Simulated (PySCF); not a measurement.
Potential energy curve for AuH, singlet.

Levels of theory: UHF/def2-TZVP, def2 effective core potentials past Kr (PySCF); RCCSD(T) = CCSD(T) on RHF/def2-TZVP, def2 effective core potentials past Kr run with PySCF 2.14.0; UCCSD(T) = CCSD(T) on UHF/def2-TZVP, def2 effective core potentials past Kr (PySCF).

Energies relative to the lowest point of each curve near equilibrium, in mEh:

| R / Å | UHF | RCCSD(T) |
|---|---|---|
| 1.17 | 101.0 | 90.7 |
| 1.22 | 70.1 | 60.6 |
| 1.31 | 32.8 | 25.4 |
| 1.54 | 0.2 | 0.0 |
| 1.60 | 0.0 | 1.6 |
| 1.64 | 0.9 | 3.7 |
| 1.79 | 9.8 | 16.1 |
| 2.09 | 35.9 | 47.7 |
| 2.34 | 48.3 | 70.2 |
| 3.82 | 60.3 | 90.2 |
| 4.19 | 60.4 | 85.4 |
| 6.23 | 60.5 | 77.6 |

**Question.** Predict the corresponding UCCSD(T) column.

**Answer.** 1.17: 90.7; 1.22: 60.6; 1.31: 25.4; 1.54: 0.0; 1.60: 1.6; 1.64: 3.7; 1.79: 16.1; 2.09: 48.9; 2.34: 73.4; 3.82: 109.6; 4.19: 109.8; 6.23: 110.1 (mEh).

The unrestricted determinant behind UHF, UCCSD(T) is spin-contaminated at 2.09 to 6.23 Å (<S²> up to 1.0, against 0.00 for a pure singlet). The T1 diagnostic of CCSD on the restricted reference of RCCSD(T) exceeds 0.045 at 2.52 to 6.23 Å.
